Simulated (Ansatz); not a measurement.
`F[Si](F)(S)Cl` + H₂ → `F[SiH](F)S` + HCl at 298.15 K and 1 bar (hydrogenolysis of the Si–Cl bond).

Calculated with Ansatz (gas phase, PBE0-D4/def2-TZVP geometries, no zero-point term in ΔE). CCSD(T)/CBS adds triple-zeta CCSD(T) − MP2 to the extrapolated MP2 energy (def2 sets, frozen cores). This one scheme is used for every species. Each species was taken in one conformer, which may not be the lowest.

```tsv
species	CCSD(T)/CBS energy (Eh)	H − E (kJ/mol)	S (J/(mol·K))
`F[Si](F)(S)Cl`	-1347.04322	66.7	343.1
H₂	-1.17544	35.1	130.4
`F[SiH](F)S`	-887.80771	81.0	314.2
HCl	-460.38127	26.6	186.8
```

H − E and S are ideal-gas, rigid-rotor, harmonic terms from PBE0-D4/def2-TZVP, for one conformer and one mirror image of each species. The MP2-based limit puts H₂ 0.8 mEh under its directly extrapolated value; such offsets cancel only in part. 1 Eh = 2625.50 kJ/mol, R = 8.31446 J/(mol·K).

**Question.** By hand: ΔE, ΔH, ΔS and ΔG.

**Answer.** ΔE = (-887.80771) + (-460.38127) − (-1347.04322) − (-1.17544) = 0.02968 Eh = 77.9 kJ/mol. Δ(H − E) = 81.0 + 26.6 − 66.7 − 35.1 = 5.8, so ΔH = 83.7 kJ/mol. ΔS = 314.2 + 186.8 − 343.1 − 130.4 = 27.5 J/(mol·K). ΔG = 83.7 − 298.15 × (27.5)/1000 = 75.5 kJ/mol.

**Question.** By hand: the equilibrium constant, and the temperature at which ΔG would vanish if ΔH and ΔS stayed fixed.

**Answer.** log₁₀ K = −ΔG/(RT ln 10) = -13.2. ΔG = 0 at ΔH/ΔS = 3044 K, far beyond where these terms or the molecules hold.

ΔH outweighs TΔS. A doubt of 5 kJ/mol in ΔE shifts log₁₀ K by 0.9 here. Other conformers and mirror images would add mixing entropy, several J/(mol·K) or more a flexible species. These are equilibria of isolated gas molecules and say nothing of rates. Largest T1 diagnostic: 0.012 (customary marks: 0.02 for closed shells, 0.045 for open ones).
